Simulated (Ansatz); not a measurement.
Cost and result up the ladder for Ti(OH)Cl3 (TiCl3OH) (6 atoms). Charge 0, multiplicity 1. Geometry: r2SCAN-D4/def2-SVP.

Cartesian coordinates in Å:
```
Ti 0.281 -0.120 -0.220
O -1.005 0.429 0.795
H -1.725 0.738 1.357
Cl 1.895 1.352 -0.200
Cl -0.467 -0.364 -2.260
Cl 1.021 -2.036 0.527
```

Ansatz on 4 threads of Arm Neoverse V2 on a shared host. Times are rough, and most runs start from the orbitals of an earlier one. CAM-B3LYP-D4/def2-TZVP serves as the yardstick here, not as an exact answer. Differences are given only for rows in sets of like size (and for xTB, whose basis is part of the method), since another set adds its own error. Binding counts from free atoms at the same level (Ti triplet, O triplet, H doublet, Cl doublet; other spins of the atoms weren't run), without zero-point energy or a counterpoise term.

The 6-31G sets use Cartesian d functions. B3LYP takes the VWN-RPA correlation. Correlated methods freeze 21 core orbitals; core or outer-core shells of Ti are correlated, in sets that lack core-valence functions.

Correlated methods converge slowly with the basis.

```tsv
level	functions	wall time
HF/STO-3G	51	0.2 s
HF/6-31G	79	0.5 s
PBE-D4/def2-SVP	104	0.9 s
B3LYP-D4/6-31G	79	1.3 s
PBE0-D4/def2-SVP	104	1.4 s
HF/def2-TZVP	193	2.3 s
B3LYP-D4/def2-TZVP	193	2.5 s
CAM-B3LYP-D4/def2-TZVP	193	3.2 s
PBE0-D4/def2-TZVP (with forces)	193	3.8 s
PBE0-D4/def2-TZVPD	235	4.2 s
r2SCAN0-D4/def2-TZVP	193	5 s
B97M-V/def2-TZVP	193	7.5 s
CCSD(T)/def2-TZVP	193	64 s
```

**Question.** Estimate what each level gives for the binding energy per atom (eV).

**Answer.** 
```
                          level  binding energy per atom (eV)  difference from CAM-B3LYP-D4/def2-TZVP (eV)
                      HF/STO-3G                          4.24                                            –
                       HF/6-31G                          2.10                                            –
                PBE-D4/def2-SVP                          4.17                                            –
                 B3LYP-D4/6-31G                          3.67                                            –
               PBE0-D4/def2-SVP                          3.86                                            –
                   HF/def2-TZVP                          2.40                                        -1.39
             B3LYP-D4/def2-TZVP                          3.83                                         0.04
         CAM-B3LYP-D4/def2-TZVP                          3.79                                         0.00
PBE0-D4/def2-TZVP (with forces)                          3.85                                         0.07
             PBE0-D4/def2-TZVPD                          3.85                                         0.07
           r2SCAN0-D4/def2-TZVP                          3.77                                        -0.01
               B97M-V/def2-TZVP                          3.98                                         0.19
              CCSD(T)/def2-TZVP                          3.73                                        -0.05
```
